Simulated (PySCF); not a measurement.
# Dipole moment and polarisability of `CC[CH2][Ge@H]([CH3])[O]C`

Species: C₅H₁₄GeO.
Structure used (PBE0-D3(BJ)/def2-SVP), in Å, numbered top down from 1:
```xyz
21
C5H14GeO angstrom
C     -2.720    1.111   -0.193
C     -1.466    0.294    0.081
C     -0.516    0.225   -1.112
Ge     1.118   -0.781   -0.732
C      0.769   -2.594   -0.144
O      1.924   -0.023    0.679
C      2.339    1.306    0.614
H     -3.380    1.150    0.687
H     -2.466    2.149   -0.466
H     -3.299    0.685   -1.027
H     -1.755   -0.728    0.382
H     -0.930    0.714    0.949
H     -1.010   -0.244   -1.982
H     -0.231    1.240   -1.439
H      2.100   -0.716   -1.929
H      1.714   -3.119    0.053
H      0.206   -3.154   -0.905
H      0.184   -2.573    0.787
H      1.497    2.016    0.487
H      2.847    1.569    1.557
H      3.056    1.494   -0.210
```

Level: wB97X-D/def2-SVPD (PySCF), static field, nuclei fixed, core orbitals frozen in the response. The polarisability tensor in these axes (au):

```
x   102.57  -3.16  -0.21
y    -3.16  99.05   1.25
z    -0.21   1.25  86.55
```

Problem. Diagonalise the tensor; give its mean and Δα, where Δα² is half the sum of the squared differences of the eigenvalues.

Solution. Principal values 86.43, 97.28 and 104.47 au; mean 96.06 au = 14.23 Å³ = 15.84 × 10⁻⁴⁰ C²·m²/J; Δα = 15.73 au (16 % of the mean).

Problem. What is the dipole moment, and where does it point?

Solution. (-1.00, 0.14, -0.96) D, 1.39 D in size, pointing from the negative to the positive side. Measured along this direction, the outermost atoms are H20 at the negative end and H10 at the positive end.

Problem. Traceless (Buckingham) quadrupole moment about the centre of nuclear charge: eigenvalues?

Solution. -4.34, -0.78, 5.12 D·Å. The values depend on the origin, since the dipole doesn't vanish. The electronic extent ⟨r²⟩ about the same centre is 1426 bohr², a root-mean-square distance of 2.18 Å for the 84 electrons.

Problem. What molar refraction does this α imply?

Solution. Lorentz–Lorenz: R = (4π/3)N_A α = 2.5225 cm³/(mol·Å³) × 14.23 Å³ = 35.9 cm³/mol, in the limit of long wavelengths.

Problem. Find the Langevin capture rate constant for H3O+ (19.018 u) meeting this molecule (164.026 u), k = 2.342 × 10⁻⁹ cm³/s × √(α in Å³ / reduced mass in u).

Solution. The reduced mass is 17.04 u, so k = 2.14 × 10⁻⁹ cm³/s. The formula leaves out the permanent dipole, which adds to the capture rate.

Problem. In TDDFT the mean static polarisability is Σ f/ω² over all singlet excitations (ω in hartree). How much of it do the 10 lowest give? Their energies (eV) and oscillator strengths: 7.11, 0.0017; 7.59, 0.0187; 7.87, 0.0024; 7.89, 0.0252; 8.09, 0.1354; 8.27, 0.0249; 8.46, 0.0351; 8.53, 0.0767; 8.57, 0.0510; 8.80, 0.0439.

Solution. They add up to 4.47 au, 4.7 % of the 96.06 au; the largest single term is 1.53 au, from the state at 8.09 eV. Terms in order: 0.03, 0.24, 0.03, 0.30, 1.53, 0.27, 0.36, 0.78, 0.51, 0.42 au. Higher excitations give the rest. The strengths listed sum to 0.415.

The structure is a single PBE0-D3(BJ)/def2-SVP conformer in the gas phase; no vibrational or solvent corrections. The calculation is non-relativistic, for germanium too.

These values come from a run that also computed excited states and ΔSCF ions. The run took 8.2 min wall (grids of density and orbitals included) on one thread of an Arm Neoverse N1, shared host.
